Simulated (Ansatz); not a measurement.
Cost and result for the atomization energy of GaGeH10NSi2, SMILES `[GaH2][NH][SiH2][SiH2][GeH3]` (15 atoms, 14 bonds).

```xyz
15

Ga    1.0115    1.6648   -0.8310
N     1.8250    0.2595    0.0559
Si    1.1539   -0.6123    1.3768
Si   -1.1846   -0.5537    1.1314
Ge   -1.5797   -0.5020   -1.2193
H    -0.1222    2.3760   -0.0205
H     1.6600    2.1464   -2.1656
H     2.6595   -0.1212   -0.3651
H     1.5381   -0.0917    2.7219
H     1.5805   -2.0411    1.3261
H    -1.8374    0.6346    1.7434
H    -1.8423   -1.7767    1.6720
H    -2.9806   -0.0191   -1.6280
H    -0.5892    0.4934   -1.9102
H    -1.2925   -1.8568   -1.8878
```

Charge 0, multiplicity 1. Correlated methods include outer-core shells of Ga, Ge, which these sets cover unevenly. Scalar relativity is left out up to krypton. All single points use the PBE0-D4/def2-TZVP geometry. It is one conformer, not always the lowest. Program: Ansatz. All runs use 2 threads of an AMD EPYC 7R13 on a shared host and a share of an NVIDIA H100 80 GB. Times are those of one run each, without the atoms' runs, and a repeat can differ threefold. Electronic energies, without spin–orbit coupling; frozen cores. CCSD(T)/CBS adds CCSD(T) − MP2 in def2-TZVPP to the MP2 limit, and its time is that of the two runs behind it. T1 = 0.014. With those shells the extrapolation isn't a true limit. B3LYP takes the VWN-RPA correlation (the form of Gaussian; ORCA's B3LYP/G).

CCSD(T)/CBS is a level of theory with its own doubt, some kJ/mol a heavy atom from the limit and from the frozen cores, so smaller differences don't rank the functionals.

```csv
level,functions,wall time
LDA (SPW92)/def2-TZVPP,351,2.1 s
r2SCANh-D4/def2-TZVPP,351,2.5 s
revPBE-D4/def2-TZVPP,351,2.8 s
CAM-B3LYP-D4/def2-TZVPP,351,2.9 s
PBE0-D4/def2-TZVPP,351,3.4 s
r2SCAN-D4/def2-TZVPP (with forces),351,3.9 s
CCSD(T)/def2-SVP,164,4 s
PBE-QIDH/def2-TZVPP,351,4.1 s
B3LYP-D4/def2-TZVPP (with forces),351,4.2 s
ωB97X-V/def2-TZVPP,351,6 s
MP2/def2-QZVPP,675,8 s
CCSD(T)/def2-TZVPP,351,19 s
CCSD(T)/CBS(def2),–,27 s
```

(1) What atomization energy does each give, and how far from CCSD(T)/CBS? (Estimate.)

## Answers

(1) The calculation gave: 
| level | atomization (kcal/mol) | difference from CCSD(T)/CBS | per bond |
| --- | --- | --- | --- |
| LDA (SPW92)/def2-TZVPP | 1139.8 | 115.9 | 8.3 |
| r2SCANh-D4/def2-TZVPP | 1015.1 | -8.8 | -0.6 |
| revPBE-D4/def2-TZVPP | 992.7 | -31.2 | -2.2 |
| CAM-B3LYP-D4/def2-TZVPP | 1020.8 | -3.1 | -0.2 |
| PBE0-D4/def2-TZVPP | 1006.0 | -17.9 | -1.3 |
| r2SCAN-D4/def2-TZVPP (with forces) | 1018.9 | -5.0 | -0.4 |
| CCSD(T)/def2-SVP | 947.6 | -76.3 | -5.4 |
| PBE-QIDH/def2-TZVPP | 1006.0 | -17.9 | -1.3 |
| B3LYP-D4/def2-TZVPP (with forces) | 1015.2 | -8.7 | -0.6 |
| ωB97X-V/def2-TZVPP | 1029.9 | 6.0 | 0.4 |
| MP2/def2-QZVPP | 1005.4 | -18.5 | -1.3 |
| CCSD(T)/def2-TZVPP | 1000.1 | -23.8 | -1.7 |
| CCSD(T)/CBS(def2) | 1023.9 | 0.0 | 0.0 |

In def2-TZVPP, CCSD(T) changes the Hartree–Fock value by +261.6 kcal/mol (the triples alone add +12.1 kcal/mol) and MP2 by +252.8 kcal/mol; breaking electron pairs costs correlation energy, which Hartree–Fock lacks. Leaving LDA and LC-ωPBE aside and taking each functional with its dispersion term where it has one, the values spread over 37.2 kcal/mol, from revPBE-D4 to ωB97X-V. LDA lies +141.2 kcal/mol from PBE without D4, its usual overbinding. From BLYP to BHLYP (50 % exact exchange), in def2-TZVPP and without D4, the atomization energy moves by +7.7 kcal/mol.
